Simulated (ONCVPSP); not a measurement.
## nitrogen: excitation energies, all-electron against ONCV

nitrogen, optimised norm-conserving Vanderbilt (ONCV), made with ONCVPSP 4.0.1 (LDA (Perdew-Wang 92), scalar-relativistic). Core [He], reference 2s2 2p3. Waves: 2s: rc 0.90 bohr, ncon 4, nbas 7, qcut 6.6 1/bohr, local; 2p: rc 1.35 bohr, ncon 5, nbas 9, qcut 12.2 1/bohr, 2 projectors, debl 1.9 Ha. Local part: the s channel. Core correction: Teter function, fcfact 4.25, rcfact 1.65.

Energies are relative to the spin-unpolarised reference configuration 2s2 2p3; without spin polarisation the order of configurations can differ from experiment.

| valence configuration | charge | ΔE all-electron (eV) | error AE − PS (meV) |
| --- | --- | --- | --- |
| 2s2 2p2 | +1 | 13.731 | +2.1 |
| 2s2 2p0 | +3 | 89.873 | +85 |
| 2s2 2p2.5 | +0.5 | 5.166 | +0.2 |

(1) What are ΔE and the potential's error for 2s2 2p1?

## Answers

(1) ΔE = 42.703 eV all-electron; the error (AE − PS) is +21 meV.
